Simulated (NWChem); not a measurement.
# C$_{5}$H$_{10}$; SMILES C1(C)(C)CC1

Results from NWChem. The level has its own optimisation; frequencies are unscaled. Brackets give each atom's bonded neighbours.

### Question
Estimate the computed values for BLYP/def2-SVP. Quantities: r C–C [C(CCCC)–C(CHHH)] (Å); r C–H [C(CHHH)–H(C)] (Å); r C–C [C(CCCC)–C(CCHH)] (Å); r C–C [C(CCHH)–C(CCHH)] (Å); highest harmonic frequency (cm⁻¹); lowest (cm⁻¹); zero-point energy (kcal/mol); dipole (D).

### Answer
```json
{
  "r C–C [C(CCCC)–C(CHHH)] (Å)": "1.529",
  "r C–H [C(CHHH)–H(C)] (Å)": "1.110",
  "r C–C [C(CCCC)–C(CCHH)] (Å)": "1.525",
  "r C–C [C(CCHH)–C(CCHH)] (Å)": "1.524",
  "highest harmonic frequency (cm⁻¹)": "3123",
  "lowest (cm⁻¹)": "213",
  "zero-point energy (kcal/mol)": "83.1",
  "dipole (D)": "0.14"
}
```
